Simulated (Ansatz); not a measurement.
System: C4H8Si2, charge 0, multiplicity 1. 
Structure (B3LYP-D3(BJ)/def2-TZVP (Ansatz, a program for electronic structure) minimum search):
```xyz
14

C      1.7654     0.6976    -0.1593
C      0.7485     1.5552    -0.3464
Si    -1.0733     1.1516    -0.2521
Si    -1.0987    -1.1273     0.2526
C      0.7136    -1.5716     0.3460
C      1.7494    -0.7371     0.1584
H      2.7735     1.0951    -0.2501
H      1.0269     2.5811    -0.5743
H     -1.7269     1.4763    -1.5458
H     -1.7206     1.9929     0.7871
H     -1.7588    -1.4372     1.5467
H     -1.7652    -1.9538    -0.7862
H      0.9691    -2.6034     0.5738
H      2.7484    -1.1570     0.2487
```
Charge 0, spin multiplicity 1.

Basis-set convergence of Hartree-Fock and MP2 correlation energies (hartree) with Ansatz. Valence correlation only, unless marked. Spin-orbit coupling is left out. Non-relativistic.

The Hartree-Fock reference is unstable (checked in the largest basis), which strains HF and MP2. 

```
basis            functions       E(HF)  E(corr, MP2)
---------------  ---------  ----------  ------------
aug-cc-pV(D+d)Z        228  -733.98528      -0.74583
aug-cc-pV(T+d)Z        478         ___           ___
```

Task: Some entries are withheld; supply them.

Result: 
- aug-cc-pV(T+d)Z, E(HF): -734.04363
- aug-cc-pV(T+d)Z, E(corr, MP2): -0.88913
